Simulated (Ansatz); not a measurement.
C4H6O2Si, SMILES Oc1cc([SiH3])co1. Atoms are numbered in the order given.

```xyz
13

O      0.5420     2.8670     0.0000
C      0.2196     1.5696     0.0000
C      0.9261     0.3948     0.0000
C     -0.0670    -0.6587     0.0000
Si     0.2469    -2.4976     0.0000
C     -1.2765    -0.0144     0.0000
O     -1.1043     1.3443     0.0000
H      1.5054     2.9378     0.0000
H      2.0092     0.2821     0.0000
H     -0.3396    -3.1555    -1.2073
H      1.7226    -2.7259     0.0000
H     -0.3396    -3.1555     1.2073
H     -2.3113    -0.3478     0.0000
```
Charge 0, spin multiplicity 1.

Coordinates come from a r2SCAN-D4/def2-SVP optimisation. This is a generated structure with no PubChem entry under its InChIKey; it may be hypothetical. Other conformers were not sampled.

Two levels are set side by side: PBE-D3(BJ)/def2-SVP (Ansatz, an electronic-structure program) and r2SCAN-D4/def2-SVP (Ansatz). Each level has its own optimised geometry; the coordinates shown are those of the second. Differences are taken from unrounded values.

```tsv
quantity	r2SCAN-D4	PBE-D3(BJ)	PBE-D3(BJ) minus r2SCAN-D4
mean bond length (Å)	1.364	1.372	0.008
bond O1–C2 (Å)	1.337	1.345	0.008
bond C2–C3 (Å)	1.371	1.378	0.008
bond C2–O7 (Å)	1.343	1.353	0.010
bond C3–C4 (Å)	1.448	1.451	0.003
bond C4–Si5 (Å)	1.865	1.872	0.007
bond C4–C6 (Å)	1.370	1.378	0.007
bond C6–O7 (Å)	1.370	1.375	0.005
bond O1–H8 (Å)	0.966	0.974	0.008
bond C3–H9 (Å)	1.089	1.095	0.006
bond Si5–H10 (Å)	1.495	1.506	0.011
bond Si5–H11 (Å)	1.493	1.504	0.011
bond Si5–H12 (Å)	1.495	1.506	0.011
bond C6–H13 (Å)	1.087	1.094	0.007
```

On these quantities the two levels nearly agree.
